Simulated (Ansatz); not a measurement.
Ansatz (a first-principles code) input:

Ansatz 0.2 input:
```yaml
crystal:
  periodic: [false, false, false]
  atoms:
    - {symbol: Se, position_ang: [-0.00000000, -0.00000000, -0.71565625]}
    - {symbol: Cl, position_ang: [0.00000000, 0.00000000, 1.43131250]}
basis:
  gaussian:
    orbitals: def2-SVPD
magnetization: {spin_polarized: true, initial_magnetization: 1}
correlation: {method: ccsd_t, electrons: outside_noble_gas}
output: {forces: true}
```

**Question.** Which total energy does the run end on?

**Answer.** -2859.17189 Eh (CCSD(T)/def2-SVPD). The basis has 68 functions.
